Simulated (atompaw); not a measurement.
**Building the PAW (atompaw) potential for gadolinium (Gd) (PBE, scalar-relativistic).**

Input for atompaw 4.2.0.5:

```
Gd 64
GGA-PBE scalarrelativistic loggrid 2001 logderivrange -2 5 176
6 6 5 4 0 0
6 1 0
5 2 1
4 3 7
0 0 0
c
c
c
c
c
v
c
c
c
c
v
c
c
v
c
3
3.00 2.20 2.90 2.60
y
2.9
n
y
1.85
n
y
0.4
n
y
-0.15
y
1.6
n
custom rrkj vanderbiltortho besselshape
bessel
3.00
2.75
3.00
3.00
3.00
3.00
3.00
3.00
PWSCFOUT
UPFDX 0.0125d0 UPFXMIN -7.d0 UPFZMESH 64.d0
END
```

Command:

```bash
atompaw < Gd.input > Gd.log
```

The program printed (summary file):

```
Completed calculations for Gd (AE)

 Exchange-correlation type: GGA, Perdew-Burke-Ernzerhof

 Radial integration grid is logarithmic
 r0 =   1.0575335E-04 h =   6.7682145E-03   n =      2001 rmax =   8.0000000E+01

 Scalar relativistic calculation

 AEatom converged in  39 iterations
   nz     =  64.00
   delta  =       3.920066240089E-17

 All Electron Orbital energies:
  n  l      occupancy      energy
  1  0      2.0000000E+00 -3.6826467E+03
  2  0      2.0000000E+00 -6.0805217E+02
  3  0      2.0000000E+00 -1.3480097E+02
  4  0      2.0000000E+00 -2.7153185E+01
  5  0      2.0000000E+00 -3.6558803E+00
  6  0      2.0000000E+00 -3.0325986E-01
  2  1      6.0000000E+00 -5.4106294E+02
  3  1      6.0000000E+00 -1.1405194E+02
  4  1      6.0000000E+00 -2.0314484E+01
  5  1      6.0000000E+00 -2.0039072E+00
  6  1      0.0000000E+00 -9.7960893E-02
  3  2      1.0000000E+01 -8.6676968E+01
  4  2      1.0000000E+01 -1.0857058E+01
  5  2      1.0000000E+00 -1.8617180E-01
  4  3      7.0000000E+00 -6.3920448E-01

 Total energy
   Total                    :   -22542.23965848425723

 ---
 Completed calculations for Gd (SC)

 Exchange-correlation type: GGA, Perdew-Burke-Ernzerhof

 Radial integration grid is logarithmic
 r0 =   1.0575335E-04 h =   6.7682145E-03   n =      2001 rmax =   8.0000000E+01

 Scalar relativistic calculation

 SCatom converged in   1 iterations
   nz     =  64.00
   delta  =       1.661431995107E-17

 Valence Electron Orbital energies:
  n  l      occupancy      energy
   6  0      2.0000000E+00 -3.0325986E-01
   6  1      0.0000000E+00 -9.7960895E-02
   5  2      1.0000000E+00 -1.8617180E-01

 Total energy
   Total                    :   -22542.23965848436274
   Valence                  :     -498.18885426557028

 PAW parameters:
       lmax =            3
         rc =    3.0023901880053487
        irc =         1516
   rc_shape =    2.2140568406952923
    rc_vloc =    2.9024825307724145
    rc_core =    2.6045783925466459
   Vloc: truncated form - Vps(r)=A.sin(qr)/r for r<rc
   Projector type: RRKJ pseudization + Vanderbilt ortho.
   Bessel compensation charge shape zeroed at   2.2141E+00

 Number of basis functions     8
 No.   n  nodes  l      Energy         Cp coeff         Occ
  1    6    5    0   -0.3032599E+00  0.1794050E+03  0.2000000E+01
  2  999    6    0    0.2900000E+01  0.6096143E+01  0.0000000E+00
  3    6    4    1   -0.9796089E-01  0.2691991E+03  0.0000000E+00
  4  999    5    1    0.1850000E+01  0.2908467E+01  0.0000000E+00
  5    5    2    2   -0.1861718E+00 -0.5279718E+02  0.1000000E+01
  6  999    3    2    0.4000000E+00 -0.1055948E+00  0.0000000E+00
  7  999    1    3   -0.1500000E+00  0.4494147E+02  0.0000000E+00
  8  999    2    3    0.1600000E+01 -0.6278055E+01  0.0000000E+00

 Eigenvalues of overlap operator (in the basis of projectors):
    1        9.43644615E-03
    2        2.07719589E-01
    3        5.02100213E-01
    4        7.87282856E-01
    5        7.41326546E+01
    6        3.50126235E+02
    7        4.61476276E+02
    8        7.31607656E+03

 Orbital leakage outside PAW augmentation regions
   orb  is_core?  %out_of_sphere
   1 0    T           0.00
   2 0    T           0.00
   3 0    T           0.00
   4 0    T           0.00
   5 0    T           0.28
   6 0    F          75.42
   2 1    T           0.00
   3 1    T           0.00
   4 1    T           0.00
   5 1    T           1.77
   6 1    F          93.22
   3 2    T           0.00
   4 2    T           0.00
   5 2    F          36.72
   4 3    T           0.43

 Summary of PAW energies
   Total valence energy     :   -498.18885111256816
   Smooth energy            :     10.50630404318260
   One center               :   -508.69515515575074
   Smooth kinetic           :      1.60071761791309
   Vloc energy              :      0.62818083485643
   Smooth exch-corr         :     -3.99233427687271
   One-center xc            :   -493.02961495461159
```

Note: ghost state, extra bound levels that the all-electron valence spectrum of the same l lacks: p at -8.5 eV. A true bound ghost makes a file unfit for plane-wave use.

The run took about 14 s on one core of a shared server CPU.
